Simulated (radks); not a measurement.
Results of a calculation; reference values are marked as such.
All-electron atom: Ar+ in [Ne] 3s1 3p6 (not the ground configuration). Level of theory: scalar-relativistic Kohn-Sham, PBE, spin-unpolarised, spherical densities, point nucleus (a radial shooting solver on a logarithmic mesh with Libxc functionals).

Normalised radial functions P(r) = r R(r), r in bohr:

```
   r/bohr * 3s (the largest magnitude, 0.945, reaches the edge; | marks zero)
 0.003556                             |*
 0.004521                             | *
 0.005747                             | *
 0.007306                             |  *
 0.009287                             |  *
  0.01181                             |   *
  0.01501                             |    *
  0.01893                             |     *
  0.02406                             |     *
  0.03059                             |      *
  0.03889                             |      *
  0.04943                             |      *
  0.06284                             |      *
  0.07989                             |    *
   0.1016                             | *
   0.1291                           * |
   0.1641                      *      |
   0.2086                  *          |
   0.2652               *             |
   0.3372                 *           |
   0.4286                      *      |
   0.5449                             |  *
   0.6927                             |             *
   0.8736                             |                      *
    1.111                             |                          *
    1.412                             |                        *
    1.795                             |                  *
    2.282                             |          *
      2.9                             |    *
    3.687                             | *
    4.687                             *
```

3s: eigenvalue -37.321 eV, 2 radial nodes at r = 0.113, 0.514 bohr, <r> = 1.36 bohr, 90 % of the charge inside 2.05 bohr.
